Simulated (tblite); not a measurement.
C3H9PSSi.
Cartesian coordinates in Å at the GFN2-xTB level; atoms count from 1:
```
atom  x, y, z in Å
Si1    2.1140   -0.5488    0.0076
C2     0.3055   -0.2521    0.5122
C3    -0.8280   -0.8972   -0.3158
C4    -1.8309    0.2700   -0.2427
P5    -0.4356    1.4136    0.1936
S6    -0.5323    2.8535    1.4708
H7     2.3908   -1.9714    0.1968
H8     2.9726    0.2920    0.8356
H9     2.2396   -0.1930   -1.4085
H10    0.1587   -0.4585    1.5778
H11   -0.5101   -1.0673   -1.3447
H12   -1.2006   -1.8373    0.0894
H13   -2.5045    0.1802    0.6127
H14   -2.4160    0.4711   -1.1387
H15    0.0723    1.7532   -1.0679
```

Calculated harmonic vibrations of the isolated species, GFN2-xTB (tblite), most abundant isotopes, no scaling. This tight-binding method is rough: wavenumbers can miss measured ones by several per cent, in bad cases by 10 to 20. Modes of hydrogen on phosphorus and silicon can be 10 to 20 % off. One conformer, not necessarily the lowest.

Harmonic wavenumbers (cm⁻¹): 79.1, 86.0, 120.2, 161.0, 222.9, 289.3, 430.7, 507.6, 547.7, 615.6, 672.3, 713.9, 756.3, 766.5, 774.2, 783.0, 805.9, 840.9, 874.3, 943.9, 993.8, 1008.8, 1055.3, 1098.4, 1140.2, 1194.1, 1213.2, 1271.2, 1422.4, 1487.2, 2187.5, 2255.6, 2290.7, 2311.3, 2913.6, 2959.0, 2984.5, 2992.0, 3000.1.

A = 2785, B = 1266, C = 935.8 MHz; mass 135.993 u (most abundant isotopes); point group C1, symmetry number 1.

Zero-point energy?

½Σν̃ = 23385 cm⁻¹ = 279.75 kJ/mol.

Entropy at 350 K, 1 bar (ideal gas, RRHO, classical rotation)?

Translation 173.46, rotation 123.20, vibration 110.02: S = 406.7 J/(mol K).

And Cp and H(350 K) − H(0)?

Cp = 157.20 J/(mol K), of which vibrations give 123.94 (their classical limit is 39 R = 324.3); H(350 K) − H(0) = 32.54 kJ/mol without the zero-point energy, 20.90 from vibrations.

Which modes carry the vibrational entropy at 350 K?

79.1 cm⁻¹: 17.69; 86.0 cm⁻¹: 17.00; 120.2 cm⁻¹: 14.26; 161.0 cm⁻¹: 11.90; 222.9 cm⁻¹: 9.33; 289.3 cm⁻¹: 7.35 J/(mol K); the other 33 give 32.50 together.

Blend soft modes into free rotors: weight 1/[1 + (100 cm⁻¹/ν̃)⁴] for the oscillator and the rest for a rotor with moment μB/(μ + B), μ = h/(8π²ν), B = 10⁻⁴⁴ kg m². What vibrational entropy results?

103.72 J/(mol K) in place of 110.02, which changes −T·S at 350 K by +2.20 kJ/mol.

Hindered rotation and anharmonicity are outside this model. Other conformers, if any are populated, would add a mixing term that is left out. The structure is chiral; the term R ln 2 for an equal mix with its mirror image is left out.
